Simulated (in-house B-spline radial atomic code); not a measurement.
Whole-atom quantities along the 26-electron series, configuration [Ar] 3d8. Breit and QED terms are first order and not part of the total energy; the density at the nucleus is averaged over the nuclear charge. Computed with an all-electron radial atomic-structure program (B-spline basis): Dirac-Hartree-Fock, average of the configuration, finite nuclei.

```csv
ion,Z,E/Z² (Eh),Σ<r²> (bohr²),n(0)/Z³ (bohr⁻³),Lamb diamagnetic shielding (ppm),repulsion over attraction,Breit energy (eV),self-energy (eV),vacuum polarisation (eV),Dirac less non-relativistic energy (Eh)
Kr10+,36,-2.1237,5.2561,1.0344,3174.48,0.13321,38.371,28.737,-2.9272,-36.747
Rb11+,37,-2.1433,4.7898,1.0581,3284.8,0.1304,42.098,31.61,-3.2764,-41.347
Sr12+,38,-2.1623,4.3852,1.0826,3395.57,0.12767,46.067,34.683,-3.6572,-46.378
Zr14+,40,-2.1985,3.72,1.1347,3618.53,0.12245,54.765,41.465,-4.522,-57.845
Nb15+,41,?,?,?,?,?,?,?,?,?
Mo16+,42,-2.2324,3.1983,1.1885,3843.54,0.11755,64.534,49.155,-5.5392,-71.38
Tc17+,43,?,?,?,?,?,?,?,?,?
Ru18+,44,-2.2643,2.7805,1.2487,4070.81,0.11294,75.442,57.829,-6.7292,-87.241
```

Problem. Fill in the row of Nb15+.

Solution. E/Z² (Eh): -2.2157; Σ<r²> (bohr²): 3.444; n(0)/Z³ (bohr⁻³): 1.1615; Lamb diamagnetic shielding (ppm): 3730.77; repulsion over attraction: 0.11996; Breit energy (eV): 59.512; self-energy (eV): 45.192; vacuum polarisation (eV): -5.0103; Dirac less non-relativistic energy (Eh): -64.339.

Problem. Fill in the row of Tc17+.

Solution. E/Z² (Eh): -2.2486; Σ<r²> (bohr²): 2.9783; n(0)/Z³ (bohr⁻³): 1.2191; Lamb diamagnetic shielding (ppm): 3956.89; repulsion over attraction: 0.11521; Breit energy (eV): 69.841; self-energy (eV): 53.364; vacuum polarisation (eV): -6.1114; Dirac less non-relativistic energy (Eh): -79.005.

Problem. With what power of Z does the column «vacuum polarisation (eV)» change over this range?

Solution. A fit of the logarithm of its size against log Z from Z = 36 to 44 has slope 4.15.
